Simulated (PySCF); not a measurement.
One molecule, a ladder of functionals, a line

Molecule: `InChI=1S/C3H8Si2/c1-5-3-2-4/h5H2,1,4H3`.

Geometry:
```json
{"atom": "C1", "x (Å)": "2.580", "y (Å)": "0.606", "z (Å)": "0.050"}
{"atom": "Si2", "x (Å)": "1.342", "y (Å)": "-0.127", "z (Å)": "1.252"}
{"atom": "C3", "x (Å)": "-0.323", "y (Å)": "-0.216", "z (Å)": "0.470"}
{"atom": "C4", "x (Å)": "-1.422", "y (Å)": "-0.272", "z (Å)": "-0.067"}
{"atom": "Si5", "x (Å)": "-3.071", "y (Å)": "-0.353", "z (Å)": "-0.866"}
{"atom": "H6", "x (Å)": "3.577", "y (Å)": "0.661", "z (Å)": "0.514"}
{"atom": "H7", "x (Å)": "2.278", "y (Å)": "1.621", "z (Å)": "-0.248"}
{"atom": "H8", "x (Å)": "2.652", "y (Å)": "-0.014", "z (Å)": "-0.856"}
{"atom": "H9", "x (Å)": "1.741", "y (Å)": "-1.511", "z (Å)": "1.648"}
{"atom": "H10", "x (Å)": "1.231", "y (Å)": "0.708", "z (Å)": "2.485"}
{"atom": "H11", "x (Å)": "-4.055", "y (Å)": "-0.956", "z (Å)": "0.079"}
{"atom": "H12", "x (Å)": "-3.515", "y (Å)": "1.023", "z (Å)": "-1.232"}
{"atom": "H13", "x (Å)": "-2.987", "y (Å)": "-1.190", "z (Å)": "-2.098"}
```

GIAO shieldings (ppm, equivalent atoms averaged) in PySCF on the PBE0-D3(BJ)/def2-SVP geometry, basis pcSseg-1, gas phase, non-relativistic:

```tsv
functional	exact exchange (%)	σ(Si2)	σ(Si5)
BLYP	0	396.3	429.3
BP86	0	404.4	435.9
PBE	0	405.5	437.8
B3LYP	20	406.9	438.4
PBE0	25	418.4	448.8
mPW1PW91	25	416.4	446.3
HF	100	452.4	480.3
```

Task: Fit each shielding as a line in the percentage of exact exchange.

Result: σ(Si2) = 402.0 + 0.51 x (rms 3.7 ppm); σ(Si5) = 434.0 + 0.46 x (rms 3.3 ppm). The functionals also differ in their semilocal parts, which the line can't hold; Hartree–Fock has no correlation at all.

Task: What does the line predict for BHandHLYP (50 %), and what does the run give?

Result: σ(Si2): 427.5 predicted, 423.0 computed; σ(Si5): 457.0 predicted, 452.9 computed ppm.
